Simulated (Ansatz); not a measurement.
Two members of one family (Series SnH2MeX), computed with Ansatz in the gas phase; def2 core potentials for Sn, no spin–orbit coupling. The two geometries come from different levels. Binding counts from free atoms in the multiplicity of their measured ground term, without zero-point energy. A dash marks a value that wasn't run or was left out as unsound. The structures are stationary points that may keep the symmetry of their start.

First: SnH2Me(SiH3) (singlet, charge 0, r2SCAN-D4/def2-SVP geometry).

```xyz
11

Sn    0.706   -0.603   -0.061
H     2.377   -0.202   -0.011
H     0.577   -2.314    0.057
C    -0.106    0.025   -1.963
H     0.450   -0.457   -2.780
H    -0.021    1.116   -2.072
H    -1.166   -0.262   -2.036
Si   -0.516    0.503    1.914
H    -0.341    1.989    1.876
H     0.020   -0.001    3.215
H    -1.981    0.205    1.861
```

```
                level  HOMO (eV)  LUMO (eV)  gap (eV)  vertical triplet (eV)  binding per atom (eV)
LDA (SPW92)/def2-TZVP      -6.79      -0.97      5.82                      –                   3.40
     PBE-D4/def2-TZVP      -6.68      -0.81      5.87                   5.52                   3.04
 r2SCANh-D4/def2-TZVP      -7.30      -0.24      7.07                      –                   3.05
    PBE0-D4/def2-TZVP      -7.73      -0.07      7.65                   5.75                   3.03
 r2SCAN0-D4/def2-TZVP      -7.88       0.13      8.01                      –                   3.04
```

Second: SnH2Me(OMe) (singlet, charge 0, PBE-D4/def2-SVP geometry).

Cartesian coordinates in Å:
```
Sn 0.399 0.496 -0.605
H -0.731 1.398 -1.572
H 1.595 1.554 0.085
C 1.225 -1.222 -1.609
H 1.753 -0.914 -2.533
H 0.403 -1.915 -1.867
H 1.936 -1.733 -0.932
O -0.633 -0.336 0.922
C -1.327 0.496 1.819
H -0.666 1.210 2.374
H -1.823 -0.142 2.584
H -2.131 1.107 1.335
```

**Question.** Estimate how these quantities change from the first to the second (second minus first).

**Answer.** 
```
                level  Δ HOMO (eV)  Δ LUMO (eV)  Δ gap (eV)  Δ vertical triplet (eV)  Δ binding per atom (eV)
LDA (SPW92)/def2-TZVP         0.95        -0.31       -1.26                        –                     0.55
     PBE-D4/def2-TZVP         0.96        -0.20       -1.16                    -0.55                     0.47
 r2SCANh-D4/def2-TZVP         0.68        -0.13       -0.81                        –                     0.40
    PBE0-D4/def2-TZVP         0.45        -0.12       -0.57                    -0.51                     0.42
 r2SCAN0-D4/def2-TZVP         0.38        -0.10       -0.48                        –                     0.38
```
